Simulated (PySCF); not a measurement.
## Diatomics of Ce with the chalcogens

PBE0 with double-zeta basis sets in PySCF, for the lowest determinant that a PBE0 search found; no spin–orbit coupling. De refers to high-spin ground-configuration atoms. A positive dipole means M(−)Ce(+).

```json
{"M": "O", "basis": "x2c-SVPall", "state (unpaired electrons)": "triplet (f population 1.4)", "Re (Å)": "1.785", "ωe (cm⁻¹)": "888", "De (eV)": "n/a", "μ (D)": "2.98"}
{"M": "S", "basis": "x2c-SVPall", "state (unpaired electrons)": "triplet (f population 1.2)", "Re (Å)": "2.319", "ωe (cm⁻¹)": "478", "De (eV)": "n/a", "μ (D)": "5.32"}
{"M": "Se", "basis": "x2c-SVPall", "state (unpaired electrons)": "triplet (f population 1.2)", "Re (Å)": "2.459", "ωe (cm⁻¹)": "319", "De (eV)": "n/a", "μ (D)": "5.74"}
```

The shortest bond is that of CeO (1.785 Å), the longest that of CeSe (2.459 Å).

De is n/a where a free atom or ion gave no sound limit at this level.

Down a group bonds as a rule get longer and wavenumbers fall, partly through the reduced mass; this series shows no clear exception.

These are scalar-relativistic numbers at best; spin–orbit coupling would shift them, the dissociation energy most. With d or f electrons several states lie close, and the lowest PBE0 determinant need not be the measured ground state.
